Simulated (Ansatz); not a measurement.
Start from `[NH2][Ga]([Cl])[O][SiH3]` and change one atom or group to get `[NH2][Ga]([Cl])[Br]`.

Ansatz, PBE0-D4/def2-TZVP geometries, multiplicity 1. Each molecule was computed in one conformer, which needn't be the lowest.

Scalar relativity is left out up to krypton.

```json
{"property": "HOMO energy (PBE0/def2-TZVPP) / eV", "`[NH2][Ga]([Cl])[O][SiH3]`": "-7.97"}
{"property": "ideal-gas entropy at 298 K and 1 bar (rigid rotor, harmonic PBE0-D4/def2-TZVP) / J/(mol·K)", "`[NH2][Ga]([Cl])[O][SiH3]`": "412"}
{"property": "LUMO energy (PBE0/def2-TZVPP) / eV", "`[NH2][Ga]([Cl])[O][SiH3]`": "-0.93"}
{"property": "LUMO energy (PBE/def2-TZVPP) / eV", "`[NH2][Ga]([Cl])[O][SiH3]`": "-1.87"}
{"property": "LUMO energy (ωB97M-V/def2-TZVPP) / eV", "`[NH2][Ga]([Cl])[O][SiH3]`": "0.84"}
{"property": "size of the dipole moment (B3LYP/def2-TZVPP) / D", "`[NH2][Ga]([Cl])[O][SiH3]`": "2.33"}
```

Problem. Give the same properties after the change, and the shifts. (Best estimate.)

Solution. Computed: 
```csv
property,`[NH2][Ga]([Cl])[Br]`,shift
HOMO energy (PBE0/def2-TZVPP) / eV,-8.02,-0.05
"ideal-gas entropy at 298 K and 1 bar (rigid rotor, harmonic PBE0-D4/def2-TZVP) / J/(mol·K)",366,-46
LUMO energy (PBE0/def2-TZVPP) / eV,-1.14,-0.21
LUMO energy (PBE/def2-TZVPP) / eV,-2.07,-0.20
LUMO energy (ωB97M-V/def2-TZVPP) / eV,0.73,-0.11
size of the dipole moment (B3LYP/def2-TZVPP) / D,2.50,0.17
```

With PBE0 the HOMO falls by 0.05 eV and the LUMO falls by 0.21 eV, so the gap narrows by about 0.16 eV. PBE moves the HOMO by -0.07 eV and ωB97M-V by -0.02 eV. The zero-point energy changes by -75.5 kJ/mol with -12 modes. Dipoles are sizes alone; their direction can turn. Modes under 60 cm⁻¹, often nearly free rotors, make the harmonic entropy too high.

B3LYP here is the variant with VWN-RPA as its local correlation; programs differ in this.

Spin–orbit coupling is left out; it splits and shifts lone-pair levels of the heavy atoms by tenths of an eV.
